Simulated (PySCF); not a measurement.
**Electronic structure of Br⁺ (bromine, charge +1) at the UHF level**

Configuration: [Ar] 3d10 4s2 4p4, high-spin 3P determinant. Computed with PySCF 2.14 in cc-pVTZ-PP with ECP10MDF (5s4p3d1f, 39 functions), with scalar relativity through the core potential.

```json
{
 "Total energy": "-415.096681 hartree",
 "One-electron energy": "-719.7147 hartree",
 "Hartree (Coulomb) energy": "334.1975 hartree",
 "Exchange energy": "-29.5794 hartree",
 "⟨S²⟩": "2.0087",
 "⟨L²⟩": "2.033",
 "Sum of ⟨r⟩": "21.53 bohr",
 "Sum of ⟨r²⟩": "31.39 bohr²",
 "Traceless quadrupole moment −½Σ⟨3z² − r²⟩ along its main axis": "-1.86 e·bohr²",
 "Time after the integrals": "0.15 s of wall time on 1 thread of Neoverse-V1 (shared host)"
}
```

```json
{"shell": "3s α", "electrons": "1", "mean orbital energy (hartree)": "-10.28251", "spread (hartree)": "0", "rms radius, mean of both spins (bohr)": "0.590"}
{"shell": "3s β", "electrons": "1", "mean orbital energy (hartree)": "-10.26210", "spread (hartree)": "0", "rms radius, mean of both spins (bohr)": "0.590"}
{"shell": "3p α", "electrons": "3", "mean orbital energy (hartree)": "-8.02937", "spread (hartree)": "0.02704", "rms radius, mean of both spins (bohr)": "0.609"}
{"shell": "3p β", "electrons": "3", "mean orbital energy (hartree)": "-8.00610", "spread (hartree)": "0.00148", "rms radius, mean of both spins (bohr)": "0.609"}
{"shell": "3d α", "electrons": "5", "mean orbital energy (hartree)": "-3.57663", "spread (hartree)": "0.02508", "rms radius, mean of both spins (bohr)": "0.643"}
{"shell": "3d β", "electrons": "5", "mean orbital energy (hartree)": "-3.56219", "spread (hartree)": "0.01167", "rms radius, mean of both spins (bohr)": "0.643"}
{"shell": "4s α", "electrons": "1", "mean orbital energy (hartree)": "-1.49314", "spread (hartree)": "0", "rms radius, mean of both spins (bohr)": "1.77"}
{"shell": "4s β", "electrons": "1", "mean orbital energy (hartree)": "-1.26880", "spread (hartree)": "0", "rms radius, mean of both spins (bohr)": "1.77"}
{"shell": "4p α", "electrons": "3", "mean orbital energy (hartree)": "-0.86553", "spread (hartree)": "0.07266", "rms radius, mean of both spins (bohr)": "2.12"}
{"shell": "4p β", "electrons": "1", "mean orbital energy (hartree)": "-0.77503", "spread (hartree)": "0", "rms radius, mean of both spins (bohr)": "2.12"}
```

Energies and moments cover only the electrons outside the core potential.
